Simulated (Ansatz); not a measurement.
Gas-phase electronic energies from Ansatz, PBE0-D4/def2-TZVP geometries. CBS: MP2 limit from def2 TZ/QZ plus the TZ coupled-cluster correction, frozen cores. Functionals use def2-TZVPP. B3LYP here is the variant with VWN-RPA as its local correlation; programs differ in this. HSE06 is defined as in plane-wave codes. For Ge outer-core shells are correlated without core-valence functions, which leaves a few kJ/mol of doubt a bond. Scalar relativity is left out up to krypton.

Reaction (cleavage of the Si–Ge bond): `[F][GeH2][SiH3]` + `[NH2][GeH3]` → `[SiH3][NH][GeH3]` + `[F][GeH3]`

```
             level  ΔE (kJ/mol)  difference from CCSD(T)/CBS
            PBE-D4        -22.9                         18.7
         revPBE-D4        -26.0                         15.6
            B97M-V        -40.4                          1.2
          B3LYP-D4        -38.8                          2.8
          BHLYP-D4        -47.4                         -5.8
           ωB97X-V        -40.5                          1.1
            B2PLYP        -42.1                         -0.5
              BLYP        -29.1                         12.5
              PBE0        -28.3                         13.3
             HSE06        -28.3                         13.3
RPA@PBE/def2-TZVPP        -44.5                         -2.9
       HF/def2-SVP        -56.4                        -14.8
      MP2/def2-SVP        -52.4                        -10.8
   CCSD/def2-TZVPP        -44.8                         -3.2
     HF/def2-QZVPP        -57.9                        -16.3
SCS-MP2/def2-QZVPP        -51.8                        -10.2
       CCSD(T)/CBS        -41.6                            0
```

Largest T1 diagnostic among the species: 0.012.

From PBE to PBE0 (25 % exact exchange), in def2-TZVPP and without D4, ΔE moves by −7.6 kJ/mol. The D4 term adds −3.4 kJ/mol with B3LYP and −1.8 kJ/mol with PBE0; it sums over pairs of atoms, weighted by their polarisabilities, and B3LYP, whose exchange is more repulsive, gets the larger term. In def2-TZVPP, CCSD(T) changes the Hartree–Fock value by +12.7 kJ/mol (the triples alone add +1.3 kJ/mol) and MP2 by +6.0 kJ/mol.
